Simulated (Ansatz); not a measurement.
Basis sets compared for the cluster Sn₂S₄ (the lowest singlet isomer of a short search). The state is a singlet with charge 0. Geometry PBE-D4/def2-SVP. Ansatz on 4 threads of Arm Neoverse V1 on a shared host; times are rough, and most runs start from earlier orbitals.

```xyz
6

Sn   -0.7039   -1.6676   -0.6294
Sn    0.7034    1.6732    0.6268
S     1.4425   -0.1505   -1.1256
S    -1.4385    0.1514    1.1302
S     0.3705    1.5428   -1.9045
S    -0.3741   -1.5493    1.9025
```

In the def2 sets Sn takes a core potential, while STO-3G treats all electrons; there is no spin–orbit coupling. The structure comes from a short search, and lower isomers may exist.

STO-3G and 6-31G are all-electron sets without relativity, so their totals don't compare with the def2 sets.

Binding counts from free atoms (Sn triplet, S triplet) in the same basis, without a counterpoise term.

```tsv
level	functions	energy (Eh)	HOMO (eV)	LUMO (eV)	binding per atom (eV)	wall time
HF/STO-3G	90	-13499.3987	-5.01	5.33	2.11	1.8 s
HF/def2-TZVP	248	-2017.0202	-8.75	0.42	1.51	9.5 s
PBE-D4/def2-SVP	124	-2020.3851	-5.12	-2.79	3.15	1.8 s
PBE-D4/def2-TZVP	248	-2020.9609	-5.22	-2.86	3.22	4.4 s
r2SCAN-D4/def2-TZVP (with forces)	248	-2021.6674	-5.47	-2.76	3.05	13 s
PBE0-D4/def2-SVP	124	-2020.5099	-6.25	-2.14	2.95	3 s
PBE0-D4/def2-TZVP	248	-2021.0801	-6.29	-2.19	3.03	11 s
```

**Question.** Estimate the rows for PBE-D4/def2-TZVPD, r2SCAN-D4/def2-TZVPD, PBE0-D4/def2-TZVPD.

**Answer.** 
| level | functions | energy (Eh) | HOMO (eV) | LUMO (eV) | binding per atom (eV) | wall time |
| --- | --- | --- | --- | --- | --- | --- |
| PBE-D4/def2-TZVPD | 296 | -2020.9634 | -5.27 | -2.92 | 3.21 | 8.5 s |
| r2SCAN-D4/def2-TZVPD | 296 | -2021.6695 | -5.49 | -2.78 | 3.05 | 17 s |
| PBE0-D4/def2-TZVPD | 296 | -2021.0822 | -6.31 | -2.24 | 3.03 | 16 s |
